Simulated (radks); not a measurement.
Problem. Successive ionisation energies (eV) of one element, from differences of total energies of ions in their ground configurations, starting at charge 0: 16.093, 28.655, 42.556, 57.604, 73.969, 90.948, 125.29, 143.21, 423.39, 483.66, 546.61, 612.09, 683.01, 753.09, 854.49, 912.21, 4127.7, 4379.9. Calculated with a radial shooting solver on a logarithmic mesh with Libxc functionals: Dirac Kohn-Sham, relativistic LDA (MacDonald-Vosko exchange, VWN5 correlation), spin-unpolarised, spherical densities, finite nucleus; open shells fill j = l - 1/2 first; Fermi nuclear charge, rms radius 3.4274 fm. Which element is it?

Solution. Argon (Z = 18). The first species listed is Ar in [Ar], the last Ar17+ in 1s1.
